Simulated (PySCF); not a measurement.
A structure optimised at B3LYP-D3(BJ)/def2-SVP, used in a PySCF frequency run:

```
C
C 1 1.3975
C 1 1.4570 2 122.18
C 3 1.3514 1 126.53 2 -180.00
H 3 1.0900 4 115.05 1 180.00
H 4 1.0922 3 120.94 5 0.00
C 2 1.4570 1 122.18 3 0.00
C 7 1.3514 2 126.53 1 -180.00
H 7 1.0900 8 115.05 2 180.00
H 8 1.0922 7 120.94 9 0.00
C 2 1.4570 1 122.18 3 -180.00
C 11 1.3514 2 126.53 1 180.00
H 11 1.0900 12 115.05 2 -180.00
H 12 1.0922 11 120.94 13 0.00
C 1 1.4570 2 122.18 7 -180.00
C 15 1.3514 1 126.53 2 180.00
H 15 1.0900 16 115.05 1 -180.00
H 16 1.0922 15 120.94 17 0.00
S 8 1.7521 10 113.07 7 -180.00
S 4 1.7521 6 113.07 3 180.00
```

Q: Write its SMILES, formula and point group.

A: C1=CC(=C2C=CSC=C2)C=CS1, C₁₀H₈S₂, D2h

Q: What are its rotational constants (standard atomic weights)?

A: 2.5328, 0.32598, 0.28881 GHz
